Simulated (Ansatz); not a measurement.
`CCO[Si](C)(C)C` → 5 C• + 14 H• + O• + Si•  (atomization)

Calculated with Ansatz (gas phase, PBE0-D4/def2-TZVP geometries, no zero-point term in ΔE). CCSD(T)/CBS is the MP2 limit (def2-TZVPP, def2-QZVPP) plus CCSD(T) − MP2 in def2-TZVPP, frozen cores. This one scheme is used for every species, atoms too. For atomizations the MP2-based limit and the directly extrapolated one differ by several kJ/mol either way, and by 10 to 25 for some Ge, Se and Sn compounds, so smaller differences from it don't rank the levels. DFT in def2-TZVPP. No spin–orbit coupling; open shells (•) take unrestricted orbitals. Spin–orbit coupling would lower the free atoms: a little for C, O, Si. Each species was taken in one conformer, which may not be the lowest.

Question: What is ΔE at CCSD(T)/CBS? (Estimate.)

Answer: The calculation gave: +85.00 eV.

Question: What do these levels give: r2SCAN0-D4, BHLYP-D4, PBE, CAM-B3LYP, CCSD/def2-TZVPP, MP2/def2-QZVPP? (An estimate is asked.)

Answer: The calculation gave: r2SCAN0-D4 84.38, BHLYP-D4 83.26, PBE 85.54, CAM-B3LYP 84.99, CCSD/def2-TZVPP 82.19, MP2/def2-QZVPP 84.97 eV.

Largest T1 diagnostic among the species: 0.012.

At CCSD(T), def2-SVP lies −4.02 eV from the extrapolated value and def2-TZVPP −1.86 eV: correlation converges slowly with the basis, and small sets miss more of it in the bonded molecule than in its fragments. From r2SCAN to r2SCAN0 (25 % exact exchange), in def2-TZVPP and without D4, ΔE moves by −0.79 eV: exact exchange takes away binding that semilocal exchange gives to molecules.
